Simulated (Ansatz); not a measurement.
`[Cl][InH][GeH3]` + HI → `[GeH3][I]` + `[Cl][InH2]` at 500 K and 1 bar (cleavage of the Ge–In bond).

Isolated molecules relaxed with PBE0-D4/def2-TZVP in Ansatz; ΔE leaves out vibrations. CCSD(T)/CBS adds triple-zeta CCSD(T) − MP2 to the extrapolated MP2 energy (def2 sets, frozen cores). Elements past krypton have def2 core potentials. For Ge, I, In outer-core shells are correlated without core-valence functions, which leaves a few kJ/mol of doubt a bond. Scalar relativity is left out up to krypton.

```json
{"species": "`[Cl][InH][GeH3]`", "CCSD(T)/CBS energy (Eh)": "-2728.15341", "H − E (kJ/mol)": "120.4", "S (J/(mol·K))": "424.3"}
{"species": "HI", "CCSD(T)/CBS energy (Eh)": "-298.03592", "H − E (kJ/mol)": "28.6", "S (J/(mol·K))": "221.6"}
{"species": "`[GeH3][I]`", "CCSD(T)/CBS energy (Eh)": "-2375.37957", "H − E (kJ/mol)": "88.4", "S (J/(mol·K))": "317.4"}
{"species": "`[Cl][InH2]`", "CCSD(T)/CBS energy (Eh)": "-650.81839", "H − E (kJ/mol)": "58.5", "S (J/(mol·K))": "307.0"}
```

H − E and S are ideal-gas, rigid-rotor, harmonic terms from PBE0-D4/def2-TZVP. 1 Eh = 2625.50 kJ/mol, R = 8.31446 J/(mol·K).

Problem. By hand: ΔE, ΔH, ΔS and ΔG.

Solution. ΔE = (-2375.37957) + (-650.81839) − (-2728.15341) − (-298.03592) = -0.00863 Eh = -22.7 kJ/mol. Δ(H − E) = 88.4 + 58.5 − 120.4 − 28.6 = -2.1, so ΔH = -24.8 kJ/mol. ΔS = 317.4 + 307.0 − 424.3 − 221.6 = -21.5 J/(mol·K). ΔG = -24.8 − 500 × (-21.5)/1000 = -14.1 kJ/mol.

Problem. By hand: the equilibrium constant, and the temperature at which ΔG would vanish if ΔH and ΔS stayed fixed.

Solution. log₁₀ K = −ΔG/(RT ln 10) = 1.5. ΔG = 0 at ΔH/ΔS = 1153 K.

TΔS isn't small against ΔH here. A doubt of 5 kJ/mol in ΔE shifts log₁₀ K by 0.5 here. Modes under 60 cm⁻¹, often nearly free rotors, make the harmonic entropy too high. These are equilibria of isolated gas molecules and say nothing of rates. Largest T1 diagnostic: 0.014 (customary marks: 0.02 for closed shells, 0.045 for open ones).
